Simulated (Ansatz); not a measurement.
Cost and result for the atomization energy of `C[SiH](F)O[SiH2]O` (13 atoms, 12 bonds).

Z-matrix (Å, degrees):
```
C
Si 1 1.843
H 1 1.093 2 110.3
H 1 1.092 2 110.8 3 119.8
H 1 1.093 2 110.8 3 -119.8
F 2 1.606 1 109.2 3 -179.3
O 2 1.625 1 110.4 3 -61.6
H 2 1.480 1 113.3 3 62.5
Si 7 1.639 2 141.3 1 -147.9
O 9 1.637 7 111.8 2 -15.2
H 9 1.476 7 108.9 2 -131.9
H 9 1.484 7 107.0 2 106.9
H 10 0.959 9 118.0 7 63.8
```

Charge 0, multiplicity 1. All single points use the PBE0-D4/def2-TZVP geometry. It is one conformer, not always the lowest. Program: Ansatz. All runs use 2 threads of an AMD EPYC 7R13 on a shared host and a share of an NVIDIA H100 80 GB. Times are those of one run each, without the atoms' runs, and a repeat can differ threefold. Electronic energies, without spin–orbit coupling; frozen cores. CCSD(T)/CBS adds CCSD(T) − MP2 in def2-TZVPP to the MP2 limit, and its time is that of the two runs behind it. T1 = 0.011. B3LYP takes the VWN-RPA correlation (the form of Gaussian; ORCA's B3LYP/G).

CCSD(T)/CBS is a level of theory with its own doubt, some kJ/mol a heavy atom from the limit and from the frozen cores, so smaller differences don't rank the functionals.

```tsv
level	functions	wall time
PBE-D4/def2-TZVPP (with forces)	306	1.9 s
B2PLYP/def2-TZVPP	306	2.6 s
PBE0-D4/def2-TZVPP	306	2.8 s
r2SCAN-D4/def2-TZVPP (with forces)	306	3 s
B3LYP-D4/def2-TZVPP (with forces)	306	3.4 s
ωB97M-V/def2-TZVPP (with forces)	306	3.5 s
MP2/def2-QZVPP	578	3.6 s
CCSD(T)/def2-TZVPP	306	4.1 s
ωB97X-V/def2-TZVPP	306	4.5 s
CCSD(T)/CBS(def2)	–	7.6 s
```

Q: What atomization energy does each give, and how far from CCSD(T)/CBS? (Best estimate.)

A: The calculation gave: 
| level | atomization (kJ/mol) | difference from CCSD(T)/CBS | per bond |
| --- | --- | --- | --- |
| PBE-D4/def2-TZVPP (with forces) | 5079.2 | -17.2 | -1.4 |
| B2PLYP/def2-TZVPP | 5015.8 | -80.6 | -6.7 |
| PBE0-D4/def2-TZVPP | 5006.6 | -89.8 | -7.5 |
| r2SCAN-D4/def2-TZVPP (with forces) | 5072.3 | -24.1 | -2.0 |
| B3LYP-D4/def2-TZVPP (with forces) | 5048.2 | -48.2 | -4.0 |
| ωB97M-V/def2-TZVPP (with forces) | 5082.8 | -13.6 | -1.1 |
| MP2/def2-QZVPP | 5141.1 | 44.7 | 3.7 |
| CCSD(T)/def2-TZVPP | 4953.5 | -142.9 | -11.9 |
| ωB97X-V/def2-TZVPP | 5084.5 | -11.9 | -1.0 |
| CCSD(T)/CBS(def2) | 5096.4 | 0.0 | 0.0 |

From PBE to PBE0 (25 % exact exchange), in def2-TZVPP and without D4, the atomization energy moves by −68.4 kJ/mol: exact exchange takes away binding that semilocal exchange gives to molecules. The D4 term adds +45.1 kJ/mol with B3LYP and +23.9 kJ/mol with PBE0; it sums over pairs of atoms, weighted by their polarisabilities, and B3LYP, whose exchange is more repulsive, gets the larger term. In def2-TZVPP, CCSD(T) changes the Hartree–Fock value by +1160.0 kJ/mol (the triples alone add +60.6 kJ/mol) and MP2 by +1260.7 kJ/mol; breaking electron pairs costs correlation energy, which Hartree–Fock lacks.
